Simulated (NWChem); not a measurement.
Everything below was run with NWChem. System: propylene glycol (C3H8O2), charge 0, spin multiplicity 1, at a geometry optimised with B3LYP/def2-SVP. Level: B3LYP/def2-SVP, VWN1-RPA local correlation.

NWChem printed:

```
             Northwest Computational Chemistry Package (NWChem) 7.3.0
             --------------------------------------------------------

                                NWChem Input Module
                                -------------------

 Scaling coordinates for geometry "geometry" by  1.889725989
 (inverse scale =  0.529177249)

                             Geometry "geometry" -> ""
                             -------------------------

 Output coordinates in angstroms (scale by  1.889725989 to convert to a.u.)

  No.       Tag          Charge          X              Y              Z
 ---- ---------------- ---------- -------------- -------------- --------------
    1 C                    6.0000     1.83532200     0.14658500     0.38562000
    2 C                    6.0000     0.43917500     0.28540400    -0.20475300
    3 O                    8.0000    -0.30508800     1.33507300     0.41794900
    4 C                    6.0000    -0.38792400    -1.00101600    -0.14299700
    5 O                    8.0000    -1.68121700    -0.78969000    -0.64479000
    6 H                    1.0000     2.37008500     1.10714600     0.33874500
    7 H                    1.0000     1.78878000    -0.16964700     1.44296800
    8 H                    1.0000     2.42634600    -0.60596500    -0.16041900
    9 H                    1.0000     0.50901200     0.58959800    -1.26301500
   10 H                    1.0000    -0.26633400     1.19789500     1.37604900
   11 H                    1.0000     0.08960800    -1.79571600    -0.74121600
   12 H                    1.0000    -0.40551800    -1.35922900     0.91304600
   13 H                    1.0000    -1.94097300     0.08700800    -0.31864000

 Effective nuclear repulsion energy (a.u.)     194.9458685874

            Nuclear Dipole moment (a.u.)
            ----------------------------
        X                 Y               Z
 ---------------- ---------------- ----------------
     0.0000075589    -0.0000151178     0.0000188973


 Summary of "ao basis" -> "" (spherical)
 ------------------------------------------------------------------------------
       Tag                 Description            Shells   Functions and Types
 ---------------- ------------------------------  ------  ---------------------
 *                          def2-svp                  on all atoms

                                 NWChem DFT Module
                                 -----------------

 Summary of "ao basis" -> "ao basis" (spherical)
 ------------------------------------------------------------------------------
       Tag                 Description            Shells   Functions and Types
 ---------------- ------------------------------  ------  ---------------------
 C                          def2-svp                 6       14   3s2p1d
 O                          def2-svp                 6       14   3s2p1d
 H                          def2-svp                 3        5   2s1p

 Summary of "ao basis" -> "ao basis" (spherical)
 ------------------------------------------------------------------------------
       Tag                 Description            Shells   Functions and Types
 ---------------- ------------------------------  ------  ---------------------
 C                          def2-svp                 6       14   3s2p1d
 O                          def2-svp                 6       14   3s2p1d
 H                          def2-svp                 3        5   2s1p

            General Information
            -------------------
          SCF calculation type: DFT
          Wavefunction type:  closed shell.
          No. of atoms     :    13
          No. of electrons :    42
           Alpha electrons :    21
            Beta electrons :    21
          Charge           :     0
          Spin multiplicity:     1
          Use of symmetry is: off; symmetry adaption is: off
          Maximum number of iterations: 100
          AO basis - number of functions:   110
                     number of shells:    54
          Convergence on energy requested:  1.00D-06
          Convergence on density requested:  1.00D-05
          Convergence on gradient requested:  5.00D-04

              XC Information
[...]
      Screening Tolerance Information
      -------------------------------
          Density screening/tol_rho:  1.00D-10
          AO Gaussian exp screening on grid/accAOfunc:  14
          CD Gaussian exp screening on grid/accCDfunc:  20
          XC Gaussian exp screening on grid/accXCfunc:  20
          Schwarz screening/accCoul:  1.00D-08

      Superposition of Atomic Density Guess
      -------------------------------------

 Sum of atomic energies:        -266.25097139

      Non-variational initial energy
      ------------------------------

 Total energy =    -269.053454
 1-e energy   =    -747.994511
 2-e energy   =     283.995188
 HOMO         =      -0.336887
 LUMO         =      -0.245932

------------------------------------------------------------
EAF file 0: "./mol.aoints.0" size=524288 bytes
------------------------------------------------------------
               write      read    awrite     aread      wait
               -----      ----    ------     -----      ----
     calls:        1         0         0         0         0
   data(b): 5.24e+05  0.00e+00  0.00e+00  0.00e+00
   time(s): 0.00e+00  0.00e+00  0.00e+00  0.00e+00  0.00e+00
rate(mb/s): 0.00e+00  0.00e+00
------------------------------------------------------------

   convergence    iter        energy       DeltaE   RMS-Dens  Diis-err    time
 ---------------- ----- ----------------- --------- --------- ---------  ------
 d= 0,ls=0.0,diis     1   -269.2091348914 -4.64D+02  2.67D-01  1.08D+00     2.7
 d= 0,ls=0.0,diis     2   -269.2799752587 -7.08D-02  7.13D-03  9.40D-01     3.6
 d= 0,ls=0.0,diis     3   -269.3592479436 -7.93D-02  2.61D-03  1.25D-01     4.5
 d= 0,ls=0.0,diis     4   -269.3707377852 -1.15D-02  4.26D-04  2.43D-03     5.2
 d= 0,ls=0.0,diis     5   -269.3709551729 -2.17D-04  1.39D-04  3.40D-04     5.9
  Resetting Diis
 d= 0,ls=0.0,diis     6   -269.3709935972 -3.84D-05  2.91D-05  1.04D-05     6.6
 d= 0,ls=0.0,diis     7   -269.3709943621 -7.65D-07  2.16D-05  2.34D-06     7.3
 d= 0,ls=0.0,diis     8   -269.3709940972  2.65D-07  1.26D-05  5.26D-06     8.1
 d= 0,ls=0.0,diis     9   -269.3709945850 -4.88D-07  9.96D-07  1.56D-08     8.8

         Total DFT energy =     -269.370994584989
      One electron energy =     -752.804758967898
           Coulomb energy =      324.948340021447
    Exchange-Corr. energy =      -36.460444225892
 Nuclear repulsion energy =      194.945868587355

 Numeric. integr. density =       42.000009784963

     Total iterative time =      8.3s

                       DFT Final Molecular Orbital Analysis
                       ------------------------------------

 Vector   19  Occ=2.000000D+00  E=-3.262359D-01
              MO Center= -5.2D-01,  3.4D-02, -1.6D-01, r^2= 3.5D+00
   Bfn.  Coefficient  Atom+Function         Bfn.  Coefficient  Atom+Function
  ----- ------------  ---------------      ----- ------------  ---------------
    32      0.338689   3 O  px               61      0.260975   5 O  py
    35      0.242729   3 O  px               19      0.205849   2 C  py
    62      0.205209   5 O  pz               64      0.165973   5 O  py
   106      0.160031  13 H  s                59     -0.153785   5 O  s
    96      0.148459  11 H  s                65      0.138905   5 O  pz

 Vector   20  Occ=2.000000D+00  E=-2.939190D-01
              MO Center= -3.5D-01,  4.3D-01,  1.1D-01, r^2= 2.7D+00
   Bfn.  Coefficient  Atom+Function         Bfn.  Coefficient  Atom+Function
  ----- ------------  ---------------      ----- ------------  ---------------
    32      0.383613   3 O  px               33      0.306360   3 O  py
    35      0.285885   3 O  px               36      0.246663   3 O  py
    62     -0.247724   5 O  pz               47      0.190821   4 C  py
    65     -0.171919   5 O  pz               96     -0.162205  11 H  s
     4      0.149150   1 C  px               97     -0.137649  11 H  s

 Vector   21  Occ=2.000000D+00  E=-2.607118D-01
              MO Center= -1.1D+00, -5.7D-01, -3.1D-01, r^2= 2.2D+00
   Bfn.  Coefficient  Atom+Function         Bfn.  Coefficient  Atom+Function
  ----- ------------  ---------------      ----- ------------  ---------------
    62      0.426125   5 O  pz               65      0.321786   5 O  pz
    60     -0.228814   5 O  px               61     -0.221601   5 O  py
   101     -0.217999  12 H  s                63     -0.187114   5 O  px
   102     -0.186279  12 H  s                64     -0.167692   5 O  py
    19     -0.157035   2 C  py               32      0.144483   3 O  px

 Vector   22  Occ=0.000000D+00  E= 3.762535D-02
              MO Center=  4.0D-01,  2.6D-01,  1.0D+00, r^2= 5.5D+00
   Bfn.  Coefficient  Atom+Function         Bfn.  Coefficient  Atom+Function
  ----- ------------  ---------------      ----- ------------  ---------------
     3      1.200008   1 C  s                92     -0.874059  10 H  s
    45      0.713204   4 C  s                77     -0.665713   7 H  s
    82     -0.613172   8 H  s               102     -0.540002  12 H  s
    31      0.478022   3 O  s                97     -0.460491  11 H  s
    72     -0.432347   6 H  s                17      0.358599   2 C  s

 Vector   23  Occ=0.000000D+00  E= 7.212595D-02
              MO Center=  7.5D-01,  2.0D-01,  1.5D-02, r^2= 7.1D+00
   Bfn.  Coefficient  Atom+Function         Bfn.  Coefficient  Atom+Function
  ----- ------------  ---------------      ----- ------------  ---------------
     3      1.588301   1 C  s                82     -0.867730   8 H  s
    72     -0.859124   6 H  s                87     -0.728912   9 H  s
    92      0.688326  10 H  s                97     -0.579969  11 H  s
    31     -0.499317   3 O  s                77     -0.470977   7 H  s
   107      0.454336  13 H  s                17      0.446787   2 C  s

 Vector   24  Occ=0.000000D+00  E= 8.473573D-02
              MO Center=  4.4D-01, -1.3D-01,  5.4D-02, r^2= 6.2D+00
   Bfn.  Coefficient  Atom+Function         Bfn.  Coefficient  Atom+Function
  ----- ------------  ---------------      ----- ------------  ---------------
    77      1.136087   7 H  s                87     -1.140457   9 H  s
     3     -0.806919   1 C  s                17      0.770162   2 C  s
   102      0.576527  12 H  s                23     -0.517062   2 C  pz
    97     -0.513208  11 H  s                 9     -0.486700   1 C  pz
   107     -0.481142  13 H  s                59      0.425215   5 O  s

 center of mass
 --------------
 x =  -0.11243871 y =   0.02332434 z =  -0.03910828

 moments of inertia (a.u.)
 ------------------
         283.825609969879         -90.096769054853         -90.952872482481
         -90.096769054853         461.700337163984         -71.372458600554
         -90.952872482481         -71.372458600554         608.421807121190

     Multipole analysis of the density
     ---------------------------------

     L   x y z        total         alpha         beta         nuclear
     -   - - -        -----         -----         ----         -------
     0   0 0 0     -0.000000    -21.000000    -21.000000     42.000000

     1   1 0 0      0.705747      0.352870      0.352870      0.000008
     1   0 1 0      0.069206      0.034611      0.034611     -0.000015
     1   0 0 1      0.653923      0.326952      0.326952      0.000019

     2   2 0 0    -24.504139   -127.599630   -127.599630    230.695122
     2   1 1 0     -1.953025    -24.387539    -24.387539     46.822054
     2   1 0 1     -1.788669    -25.640161    -25.640161     49.491654
     2   0 2 0    -25.724364    -74.216798    -74.216798    122.709232
     2   0 1 1      0.183620    -18.795897    -18.795897     37.775413
     2   0 0 2    -22.004139    -34.545873    -34.545873     47.087607

 Task  times  cpu:        8.8s     wall:        8.8s

 Total times  cpu:        8.8s     wall:        8.8s
```

Write an NWChem input that would produce this output.

One answer among several that fit: 
```
start mol
memory heap 200 mb stack 900 mb global 1100 mb
geometry units angstroms nocenter noautoz noautosym
  C      1.835322     0.146585     0.385620
  C      0.439175     0.285404    -0.204753
  O     -0.305088     1.335073     0.417949
  C     -0.387924    -1.001016    -0.142997
  O     -1.681217    -0.789690    -0.644790
  H      2.370085     1.107146     0.338745
  H      1.788780    -0.169647     1.442968
  H      2.426346    -0.605965    -0.160419
  H      0.509012     0.589598    -1.263015
  H     -0.266334     1.197895     1.376049
  H      0.089608    -1.795716    -0.741216
  H     -0.405518    -1.359229     0.913046
  H     -1.940973     0.087008    -0.318640
end
basis spherical
  * library def2-svp
end
dft
  xc b3lyp
  semidirect memsize 60000000 filesize 0
  iterations 100
end
task dft energy
```
